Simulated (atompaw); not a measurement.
# Reading a pseudo-wave (boron)

Columns: radius, all-electron u(r) and pseudo u(r) of the 2s shell (level -9.44 eV) of boron in the configuration [He] 2s2 2p1; PBE, scalar-relativistic, PAW (atompaw) scheme, atompaw 4.2.0.5.

| r (bohr) | all-electron | pseudo |
| --- | --- | --- |
| 0.115 | -0.2848 | 0.0311 |
| 0.231 | -0.2825 | 0.0626 |
| 0.346 | -0.1608 | 0.0940 |
| 0.462 | 0.0018 | 0.1259 |
| 0.577 | 0.1644 | 0.1579 |
| 0.692 | 0.3109 | 0.1903 |
| 0.808 | 0.4358 | 0.2232 |
| 0.923 | 0.5363 | 0.2561 |
| 1.038 | 0.6140 | 0.2891 |
| 1.154 | 0.6708 | 0.3223 |
| 1.269 | 0.7080 | 0.3548 |
| 1.385 | 0.7291 | 0.3868 |
| 1.500 | 0.7366 | 0.4171 |
| 1.615 | 0.7330 | 0.4455 |
| 1.731 | 0.7207 | 0.4714 |
| 1.846 | 0.7017 | 0.4935 |
| 1.962 | 0.6775 | 0.5113 |
| 2.077 | 0.6498 | 0.5235 |
| 2.192 | 0.6198 | 0.5295 |
| 2.308 | 0.5879 | 0.5286 |
| 2.423 | 0.5556 | 0.5204 |
| 2.538 | 0.5231 | 0.5052 |
| 2.654 | 0.4907 | 0.4836 |
| 2.769 | 0.4593 | 0.4574 |
| 2.885 | 0.4286 | 0.4284 |
| 3.000 | 0.3994 | 0.3994 |

**Question.** How many radial nodes do the two functions have?

**Answer.** The all-electron 2s function has n − l − 1 = 1; the pseudo-wave has 0, since the states of the same l below it are removed with the core.

**Question.** Is the pseudo-wave norm-conserving?

**Answer.** No, it belongs to a PAW set: the norm inside the radius is not constrained, and the difference is carried by the augmentation charge.
